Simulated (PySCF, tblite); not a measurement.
Rigid-rotor lines calculated for a species of formula C5H9Cl2NSi2 (commonest isotopes; PBE0/pcSseg-1 in PySCF (dipole) on a GFN2-xTB geometry, gas phase), labelled J(Ka,Kc):

| transition | MHz |
| --- | --- |
| 1(1,1) ← 0(0,0) | 1186.0 |
| 2(0,2) ← 1(0,1) | 1846.0 |
| 2(1,1) ← 1(1,0) | 2074.7 |
| 1(0,1) ← 0(0,0) | 954.3 |
| 2(1,2) ← 1(1,1) | 1742.6 |

Find the rotational constants.

1(0,1) ← 0(0,0) is B + C, 2(1,1) ← 1(1,0) is 3B + C and 2(1,2) ← 1(1,1) is B + 3C, so B − C is half the difference of the last two, 166.0 MHz. 1(1,1) ← 0(0,0) is A + C. A = 791.9, B = 560.2, C = 394.1 MHz.

What moments of inertia, asymmetry and inertial defect follow?

I = 505379 MHz·u·Å² over each constant: Ia = 638.18, Ib = 902.17, Ic = 1282.28 u·Å²; κ = (2B − A − C)/(A − C) = -0.165 (asymmetric top); Δ = Ic − Ia − Ib = -258.07 u·Å².

Which dipole components do these lines need?

μa and μb (a-type: ΔKa even, ΔKc odd; b-type: both odd). The calculation gives |μa| = 2.92 D, |μb| = 3.66 D, |μc| = 0.49 D.

Where do these fall, and of which type are they? 2(2,0) ← 2(1,1); 3(2,1) ← 2(2,0); 3(2,2) ← 2(1,1); 3(1,3) ← 2(0,2); 3(3,1) ← 2(2,0); 2(2,1) ← 2(1,2); 2(2,0) ← 1(1,1); 3(1,3) ← 2(1,2); 3(2,2) ← 3(1,2).

| transition | MHz | type | branch |
| --- | --- | --- | --- |
| 3(2,2) ← 3(1,2) | 496 | c | Q |
| 2(2,0) ← 2(1,1) | 758 | b | Q |
| 2(2,1) ← 2(1,2) | 1193 | b | Q |
| 3(1,3) ← 2(1,2) | 2580 | a | R |
| 3(1,3) ← 2(0,2) | 2708 | b | R |
| 2(2,0) ← 1(1,1) | 2998 | b | R |
| 3(2,1) ← 2(2,0) | 3071 | a | R |
| 3(2,2) ← 2(1,1) | 3558 | b | R |
| 3(3,1) ← 2(2,0) | 4408 | b | R |

Which structure gave them?

`N#C[SiH2][Si@@H](C(Cl)Cl)C1CC1`, point group C1. Three constants can't fix a structure by themselves; this is the one that was computed:
```xyz
19
C5H9Cl2NSi2 angstrom
N      4.411   -1.350    0.081
C      3.593   -0.562   -0.073
Si     2.210    0.669   -0.321
Si     0.208   -0.514   -0.224
C      0.343   -1.751    1.256
Cl     0.745   -0.834    2.728
Cl    -1.191   -2.611    1.484
C     -1.264    0.596    0.155
C     -2.571    0.411   -0.569
C     -1.719    1.595   -0.874
H      2.492    1.260   -1.635
H      2.438    1.684    0.712
H     -0.097   -1.374   -1.381
H      1.117   -2.508    1.146
H     -1.352    0.923    1.186
H     -2.640   -0.372   -1.309
H     -3.483    0.560   -0.012
H     -1.203    1.620   -1.822
H     -2.045    2.567   -0.536
```

The values belong to one conformer (point group C1) with, in the numbering `[N:1]#[C:2][SiH2:3][Si@@H:4]([CH:5]([Cl:6])[Cl:7])[CH:8]1[CH2:9][CH2:10]1`, C2–Si3–Si4–C5 43°, Si3–Si4–C5–Cl6 55°, Si3–Si4–C8–C9 138°. Its lowest GFN2-xTB frequency is 15 cm⁻¹, too small to tell a flat minimum from a shallow saddle. Constants of a rigid frame at the computed geometry: no zero-point averaging, no centrifugal distortion. Quadrupole hyperfine structure (14N, 35Cl) is left out.

The run took 35 s of wall time on one thread, AMD EPYC 9R45 (x86_64), shared host with 96 logical CPUs at a one-minute load of 44, and the process peaked at 1.1 GiB of memory. This is the PBE0/pcSseg-1 job that gave the dipole, with the shieldings it also computed.
